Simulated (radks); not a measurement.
Effect of the nuclear size on neutral cerium, [Xe] 4f1 5d1 6s2. All-electron calculation, Dirac Kohn-Sham, PBE, spin-unpolarised, spherical densities, finite nucleus; open shells fill j = l - 1/2 first; Fermi nuclear charge, rms radius 4.8771 fm. Program: a radial shooting solver on a logarithmic mesh with Libxc functionals. The rms radius is varied about that value; shifts are against it.

rms radius (fm),total energy shift (eV),density at nucleus (e/bohr^3),1s1/2 shift (meV),2s1/2 shift (meV),5s1/2 shift (meV),5p1/2 shift (meV),6s1/2 shift (meV),5d3/2 shift (meV),6p1/2 (empty) shift (meV)
3.97,-3.55,3.997e+05,-1480,-180,-1.28,0.237,-0.077,0.145,0.062
4.5064,-1.52,3.893e+05,-633,-77.3,-0.550,0.101,-0.033,0.062,0.026
4.8771,0,3.83e+05,0.000,0.000,0.000,0.000,0.000,0.000,0.000
5.0478,0.733,3.802e+05,305,37.2,0.265,-0.049,0.016,-0.030,-0.013
5.4477,2.53,3.743e+05,1050,128,0.914,-0.168,0.055,-0.103,-0.044

Slopes of the eigenvalues against <r^2> in GHz/fm^2, as finite differences over the two radii next to the reference (eigenvalue slopes, not the field-shift constants of lines): 1s1/2 43800, 2s1/2 5350, 5s1/2 38.1, 5p1/2 -7.02, 6s1/2 2.28, 5d3/2 -4.30, 6p1/2 (empty) -1.84.
